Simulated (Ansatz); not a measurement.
```xyz
12

C     0.653   -1.087    1.046
Si   -0.094    0.150   -0.138
N     0.366    1.664    0.474
B    -0.899   -0.977   -1.703
B    -1.327    0.428   -1.689
H     0.256   -0.916    2.051
H     1.738   -0.958    1.084
H     0.430   -2.111    0.754
H     0.099    2.535    0.049
H     0.898    1.775    1.320
H    -0.589   -2.095   -1.478
H    -1.530    1.591   -1.773
```

Total charge 0; spin multiplicity 1.

(1) List the PBE/def2-TZVPP orbital energies in eV (Ansatz 0.2.0). (Best estimate.)

Answers

(1) The calculation gave: Occupied: -1780.24, -380.69, -269.06, -176.27, -175.95, -137.91, -94.73, -94.63, -94.57, -21.67, -17.73, -14.30, -12.82, -12.04, -10.64, -10.39, -9.96, -9.01, -8.60, -7.34, -6.19, -5.05. Lowest empty: -1.81, -0.90, -0.66, -0.05, 0.55, 0.86, 1.32, 1.83.
